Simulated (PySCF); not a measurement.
Al(Cl)(H)(SMe) (CH4AlClS), SMILES C[S][AlH][Cl].

Coordinates come from a TPSSh-D3(BJ)/def2-SVP optimisation. The values are those of a single conformer.

The numbers are results of TDDFT-M06-2X/def2-SVPD run with PySCF 2.14.0, not measurements.

Vertical excitations. Isolated molecule, no solvent. State labels are in the subgroup Cs.

Computed lowest excited states:
```json
[
 {"state": "S1", "symmetry": "A'", "energy (eV)": "5.52", "λ (nm)": "225", "f": "0.075", "main pairs": "HOMO→LUMO 94 %"},
 {"state": "S2", "symmetry": "A\"", "energy (eV)": "5.80", "λ (nm)": "214", "f": "0.007", "main pairs": "HOMO→LUMO+2 48 %, HOMO−1→LUMO 21 %, HOMO→LUMO+3 8 %, HOMO→LUMO+1 8 %"},
 {"state": "S3", "symmetry": "A\"", "energy (eV)": "5.92", "λ (nm)": "209", "f": "0.013", "main pairs": "HOMO−1→LUMO 49 %, HOMO→LUMO+1 36 %, HOMO→LUMO+3 8 %"},
 {"state": "S4", "symmetry": "A\"", "energy (eV)": "5.96", "λ (nm)": "208", "f": "0.018", "main pairs": "HOMO→LUMO+1 35 %, HOMO−1→LUMO 26 %, HOMO→LUMO+2 24 %"},
 {"state": "S5", "symmetry": "A'", "energy (eV)": "7.05", "λ (nm)": "176", "f": "0.044", "main pairs": "HOMO−1→LUMO+2 50 %, HOMO−1→LUMO+1 32 %"},
 {"state": "S6", "symmetry": "A\"", "energy (eV)": "7.08", "λ (nm)": "175", "f": "0.006", "main pairs": "HOMO−2→LUMO 89 %"},
 {"state": "S7", "symmetry": "A\"", "energy (eV)": "7.13", "λ (nm)": "174", "f": "0.011", "main pairs": "HOMO→LUMO+4 35 %, HOMO→LUMO+3 28 %, HOMO→LUMO+2 16 %"},
 {"state": "S8", "symmetry": "A'", "energy (eV)": "7.19", "λ (nm)": "172", "f": "0.216", "main pairs": "HOMO−1→LUMO+1 52 %, HOMO−1→LUMO+2 28 %, HOMO−1→LUMO+3 8 %"},
 {"state": "S9", "symmetry": "A\"", "energy (eV)": "7.43", "λ (nm)": "167", "f": "0.000", "main pairs": "HOMO→LUMO+3 42 %, HOMO→LUMO+4 36 %, HOMO→LUMO+1 10 %"},
 {"state": "S10", "symmetry": "A\"", "energy (eV)": "7.55", "λ (nm)": "164", "f": "0.009", "main pairs": "HOMO−4→LUMO 91 %"},
 {"state": "T1", "symmetry": "A'", "energy (eV)": "4.71", "λ (nm)": "263", "f": "0", "main pairs": "HOMO→LUMO 95 %"},
 {"state": "T2", "symmetry": "A\"", "energy (eV)": "5.48", "λ (nm)": "226", "f": "0", "main pairs": "HOMO→LUMO+2 55 %, HOMO−1→LUMO 10 %, HOMO→LUMO+4 8 %"},
 {"state": "T3", "symmetry": "A\"", "energy (eV)": "5.56", "λ (nm)": "223", "f": "0", "main pairs": "HOMO→LUMO+1 43 %, HOMO−1→LUMO 23 %, HOMO→LUMO+2 10 %, HOMO→LUMO+3 9 %"},
 {"state": "T4", "symmetry": "A\"", "energy (eV)": "5.68", "λ (nm)": "218", "f": "0", "main pairs": "HOMO−1→LUMO 61 %, HOMO→LUMO+1 22 %"}
]
```
Triplets are in the Tamm–Dancoff approximation, which puts them higher than full response would, so one can lie above its singlet here.
